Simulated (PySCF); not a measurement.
# How methods differ on the ionisation energy of Dy(30+)

Dy(30+) [Kr] → Dy(31+) [Ar] 3d10 4s2 4p5 [4p1/2^2 4p3/2^3, M_J = 3/2], as a difference of total energies. Calculation: PySCF 2.14, in an uncontracted even-tempered set (17 s from 2.8 bohr⁻², ratio 2.8; 14 p from 3.6 bohr⁻², ratio 2.8; 9 d from 6.4 bohr⁻², ratio 2.8; 4 f from 19 bohr⁻², ratio 3); the two-component X2C-1e Hamiltonian. Correlated levels: [Ne] frozen; the 90 highest virtual spinors dropped. "Screened" scales the spin-orbit matrix elements by Boettger's factors to mimic the two-electron term; Breit and QED terms are absent.

| method | ionisation energy (eV) |
| --- | --- |
| GHF (screened spin-orbit) | 1227.8 |
| GMP2 (screened spin-orbit) | 1229.2 |

Breit and QED terms and the two-electron picture change are absent.

For comparison: 1232 ± 4 eV (theoretical estimate listed by NIST; NIST Atomic Spectra Database, ionization energies).
